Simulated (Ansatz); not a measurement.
Reaction (ligand exchange at a Cd–O bond): `[OH][Cd][O][SiH3]` + HCl → `[OH][Cd][Cl]` + `O[SiH3]`

Gas-phase electronic energies from Ansatz, PBE0-D4/def2-TZVP geometries. CCSD(T)/CBS adds triple-zeta CCSD(T) − MP2 to the extrapolated MP2 energy (def2 sets, frozen cores). This one scheme is used for every species. DFT in def2-TZVPP. HSE06 is defined as in plane-wave codes. def2 core potentials past Kr. For Cd outer-core shells are correlated without core-valence functions, which leaves a few kJ/mol of doubt a bond. One conformer a species, not always the lowest.

Question: Is it downhill or uphill in electronic energy at CCSD(T)/CBS, and by how much? (Estimate.)

Answer: Ansatz gave: Downhill: ΔE = -0.97 eV.

Question: What do these levels give: B97M-V, BHLYP-D4, PBE, revPBE, r2SCANh, r2SCAN0, HSE06, RPA@PBE/def2-TZVPP, HF/def2-SVP, MP2/def2-QZVPP, SCS-MP2/def2-QZVPP, CCSD/CBS(def2)? (Estimate.)

Answer: Computed: B97M-V -0.95, BHLYP-D4 -1.04, PBE -0.96, revPBE -0.97, r2SCANh -1.00, r2SCAN0 -1.05, HSE06 -1.04, RPA@PBE/def2-TZVPP -0.79, HF/def2-SVP -1.13, MP2/def2-QZVPP -0.94, SCS-MP2/def2-QZVPP -0.92, CCSD/CBS(def2) -1.01 eV.

Largest T1 diagnostic among the species: 0.016.

From BLYP to BHLYP (50 % exact exchange), in def2-TZVPP and without D4, ΔE moves by −0.14 eV. At CCSD(T), def2-SVP lies +0.15 eV from the extrapolated value and def2-TZVPP +0.10 eV.
